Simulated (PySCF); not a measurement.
Computed shifts of a molecule C₃H₆BFO, PBE/pcSseg-1 run with PySCF, GIAO, gas phase, equivalent atoms averaged, in ppm (number of nuclei): ¹⁹F: -333.3 (1). ¹³C: 81.9 (1), 78.9 (1), 19.6 (1). ¹H: 5.21 (2), 4.92 (2), 2.11 (2). References: ¹⁹F against CFCl3 (σ = 133.6 ppm); ¹³C against TMS (σ = 182.0 ppm); ¹¹B against BF3 (σ = 83.9 ppm); ¹⁷O against H2O (σ = 334.3 ppm); ¹H against TMS (σ = 31.49 ppm), references at their B3LYP-D3(BJ)/def2-TZVP geometries, non-relativistic. Coordinates come from a PBE0-D3(BJ)/def2-SVP optimisation. The values are those of a single conformer.

Question: Identify the compound among the candidates.
(A) C=CB(F)OC
(B) C=C(C)B(O)F
(C) C=CB(F)CO
(D) FCB1CCO1

Answer: D, FCB1CCO1
